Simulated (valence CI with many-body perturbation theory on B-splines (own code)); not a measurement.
E1 line list for Xe⁴⁺

Calculated by configuration interaction combined with many-body perturbation theory (CI+MBPT): four valence electrons over a frozen Dirac-Fock core [Kr] 4d10, radial functions for each j: 11 s, 11 p, 10 d, 8 f, 5 g, 2 h, with the one-electron correlation potential Σ1 (screened to all orders), the two-electron term Σ2, the three-electron term Σ3, Breit, model QED; selected single and double excitations, second order for the rest, scaled by the run's own slope (own B-spline code, finite nucleus).

Against 46 measured levels this calculation errs by 473 cm⁻¹ on average and by 2120 at most. These come from a selection out of Saloman, J. Phys. Chem. Ref. Data 33, 765 (2004). Levels without a partner in it may be off by more. Among the levels kept, up to 540 cm⁻¹ of a level comes from second order outside the variational space, and about a tenth of that is noise between levels of different J, which matters for small intervals. 6 measured levels below the end of the list, from 169673 cm⁻¹ on, found no clear computed partner, and computed levels of the same name lie up to 2887 cm⁻¹ from them.

Lines 201 to 250 of 507 in falling wavelength, among levels below 318930 cm⁻¹, chosen from the strongest by gf and those to the six lowest levels. Wavelengths and rates use the calculated energies, so an error of 500 cm⁻¹ moves a line at 852.5 Å by 0.43 % and its rate by three times that or more. Electric multipoles are in the length gauge, E1 and E2 with the static RPA response of the core. Weak lines are less certain than strong ones. Lines between different terms over intervals too small for the method are left out, as are lines whose strength nearly cancels. Where a level lies close to another of its J and parity, the split of strength between their lines is uncertain. The highest levels of a list are the least certain.

Names give the largest LS component (configuration and term), which can be under half, so a name can repeat, a term be missing and a line seem to break the LS rules; names also repeat where a configuration has a term twice. Letters in brackets count levels of one name in rising energy.

| λ vac (Å) | λ from measured levels | Upper | Lower | A (s⁻¹) | S (a.u.) with core polarisation | S without |
| --- | --- | --- | --- | --- | --- | --- |
| 857.8 |  | 5p4 3P_2 | 5s.5p3 3D°_2 | 2.68e+08 | 4.17e-01 | 5.80e-01 |
| 855.9 |  | 4f.5s.5p2 3F°_4 [a] | 4f.5s2.5p 3G_3 [a] | 1.95e+08 | 5.42e-01 | 7.59e-01 |
| 852.5 | 851.8 | 5s2.5p.5d 1D°_2 | 5s2.5p2 1D_2 | 5.52e+08 | 8.45e-01 | 1.21e+00 |
| 850.9 |  | 5s.5p2.5d 3G_5 | 5s2.5p.5d 3F°_4 | 1.70e+09 | 5.68e+00 | 7.51e+00 |
| 845.3 |  | 5s2.5p.5f 3F_2 [a] | 5s2.5p.5d 3D°_1 | 4.09e+08 | 6.09e-01 | 5.24e-01 |
| 833.7 |  | 5s.5p2.5d 3F_4 [c] | 5s2.5p.5d 1F°_3 | 4.04e+08 | 1.04e+00 | 1.24e+00 |
| 831.2 | 830.2 | 5s.5p3 3P°_1 | 5s2.5p2 3P_2 | 4.35e+07 | 3.70e-02 | 5.32e-02 |
| 830.2 | 829.4 | 5s.5p3 3P°_2 | 5s2.5p2 3P_2 | 8.14e+08 | 1.15e+00 | 1.59e+00 |
| 827.8 |  | 5s.5p2.5d 3D_2 [b] | 5s2.5p.5d 3P°_2 [a] | 2.95e+08 | 4.12e-01 | 5.22e-01 |
| 826.2 |  | 4f.5s.5p2 1F°_3 [a] | 4f.5s2.5p 3G_3 [a] | 7.57e+08 | 1.47e+00 | 1.93e+00 |
| 823.0 |  | 5s2.5p.5f 3F_3 [a] | 5s2.5p.5d 3P°_2 [a] | 8.68e+08 | 1.67e+00 | 1.64e+00 |
| 822.8 |  | 5s2.5p.5f 3D_3 | 5s2.5p.5d 3P°_2 [b] | 9.99e+08 | 1.92e+00 | 1.84e+00 |
| 818.7 |  | 5s2.5p.5f 3G_3 | 5s2.5p.5d 3P°_2 [a] | 2.80e+08 | 5.30e-01 | 5.63e-01 |
| 816.6 |  | 5s.5p2.5d 3D_2 [a] | 5s2.5p.5d 3F°_2 | 3.77e+08 | 5.07e-01 | 7.17e-01 |
| 814.4 |  | 4f.5s.5p2 1F°_3 [b] | 4f.5s2.5p 3F_3 | 3.37e+08 | 6.30e-01 | 8.36e-01 |
| 814.2 |  | 5s2.5p.5f 3D_2 | 5s2.5p.5d 3P°_2 [b] | 5.55e+08 | 7.40e-01 | 7.61e-01 |
| 811.4 |  | 5s.5p2.5d 3G_4 | 5s2.5p.5d 3F°_3 | 1.51e+09 | 3.59e+00 | 4.90e+00 |
| 811.0 |  | 5s2.5p.5f 3F_2 [b] | 5s2.5p.5d 3P°_1 | 5.48e+08 | 7.21e-01 | 7.00e-01 |
| 809.4 |  | 4f.5s.5p2 3D°_1 [b] | 4f.5s2.5p 3F_2 | 5.92e+08 | 4.65e-01 | 6.25e-01 |
| 806.7 | 805.7 | 5s.5p3 3P°_0 | 5s2.5p2 3P_1 | 1.01e+09 | 2.63e-01 | 3.56e-01 |
| 805.3 |  | 5s.5p2.5d 3G_3 | 5s2.5p.5d 3F°_2 | 4.40e+08 | 7.94e-01 | 1.09e+00 |
| 799.0 | 798.2 | 5s.5p3 3P°_1 | 5s2.5p2 3P_1 | 8.47e+08 | 6.40e-01 | 8.60e-01 |
| 798.6 |  | 5s.5p2.5d 3F_3 [b] | 5s2.5p.5d 3F°_3 | 3.99e+08 | 7.02e-01 | 9.35e-01 |
| 796.3 |  | 5s.5p3 1P°_1 | 5s2.5p2 1S_0 | 3.77e+08 | 2.82e-01 | 3.93e-01 |
| 795.8 |  | 5s2.5p.5f 3F_3 [b] | 5s2.5p.5d 3D°_2 | 1.44e+09 | 2.50e+00 | 2.62e+00 |
| 795.4 |  | 4f.5s.5p2 1F°_3 [b] | 4f.5s2.5p 3G_3 [a] | 2.98e+08 | 5.18e-01 | 6.92e-01 |
| 794.6 |  | 5s.5p2.5d 3D_3 [a] | 5s2.5p.5d 3F°_2 | 6.35e+08 | 1.10e+00 | 1.53e+00 |
| 792.7 |  | 4f.5s.5p2 3D°_2 | 4f.5s2.5p 3F_3 | 3.63e+08 | 4.47e-01 | 5.91e-01 |
| 791.9 |  | 5s2.5p.5f 3D_3 | 5s2.5p.5d 3D°_2 | 3.75e+08 | 6.44e-01 | 6.80e-01 |
| 790.7 |  | 5s2.5p.5f 1G_4 | 5s2.5p.5d 3D°_3 | 2.71e+08 | 5.94e-01 | 5.78e-01 |
| 790.1 |  | 4f.5s.5p2 1D°_2 | 4f.5s2.5p 3F_3 | 4.77e+08 | 5.81e-01 | 7.66e-01 |
| 782.8 | 786.7 | 5s.5p3 3S°_1 | 5s2.5p2 1D_2 | 3.32e+07 | 2.36e-02 | 3.09e-02 |
| 780.3 | 780.7 | 5s2.5p.5d 3F°_2 | 5s2.5p2 1D_2 | 2.59e+08 | 3.03e-01 | 4.04e-01 |
| 777.7 |  | 5s.5p2.5d 3D_2 [c] | 5s2.5p.5d 3D°_1 | 4.60e+08 | 5.34e-01 | 6.49e-01 |
| 775.1 | 777.6 | 5s2.5p.5d 3D°_1 | 5s2.5p2 1S_0 | 6.53e+07 | 4.50e-02 | 6.90e-02 |
| 773.0 |  | 5s.5p2.5d 3F_3 [b] | 5s2.5p.5d 3F°_2 | 6.00e+08 | 9.57e-01 | 1.20e+00 |
| 772.2 |  | 4f.5s.5p2 1D°_2 | 4f.5s2.5p 3G_3 [a] | 1.06e+09 | 1.20e+00 | 1.57e+00 |
| 765.4 |  | 5s.5p2.5d 3F_2 [c] | 5s2.5p.5d 3D°_1 | 2.81e+09 | 3.11e+00 | 3.82e+00 |
| 764.5 |  | 5s.5p2.5d 3F_2 [b] | 5s2.5p.5d 3F°_2 | 5.39e+08 | 5.95e-01 | 8.03e-01 |
| 759.9 |  | 5s.5p2.5d 3D_3 [d] | 5s2.5p.5d 3D°_2 | 5.80e+08 | 8.80e-01 | 1.04e+00 |
| 757.4 |  | 5s.5p2.5d 3D_2 [c] | 5s.5p3 1P°_1 | 7.24e+08 | 7.77e-01 | 9.17e-01 |
| 757.2 |  | 5s.5p2.5d 3F_4 [c] | 5s2.5p.5d 3D°_3 | 4.86e+09 | 9.36e+00 | 1.11e+01 |
| 757.1 |  | 5s.5p2.5d 3F_3 [c] | 5s2.5p.5d 3P°_2 [a] | 4.95e+09 | 7.41e+00 | 8.85e+00 |
| 753.2 |  | 5s.5p2.5d 3F_2 [c] | 5s2.5p.5d 3P°_2 [a] | 5.61e+08 | 5.91e-01 | 7.32e-01 |
| 753.0 |  | 5s2.5p.5f 3F_4 [a] | 5s2.5p.5d 3F°_3 | 4.16e+09 | 7.88e+00 | 8.39e+00 |
| 745.8 |  | 5s.5p2.5d 3F_2 [c] | 5s.5p3 1P°_1 | 1.53e+09 | 1.56e+00 | 1.84e+00 |
| 744.9 |  | 5s2.5p.5f 3F_2 [b] | 5s2.5p.5d 3D°_1 | 6.46e+08 | 6.59e-01 | 7.38e-01 |
| 743.8 | 743.1 | 5s.5p3 3P°_1 | 5s2.5p2 3P_0 | 3.50e+08 | 2.14e-01 | 2.82e-01 |
| 740.5 |  | 5s.5p2.5d 3G_3 | 5s2.5p.5d 1D°_2 | 6.27e+08 | 8.79e-01 | 1.19e+00 |
| 739.4 |  | 5s.5p2.6s 3P_2 | 5s2.5p.5d 3P°_2 [a] | 1.01e+09 | 1.00e+00 | 1.22e+00 |
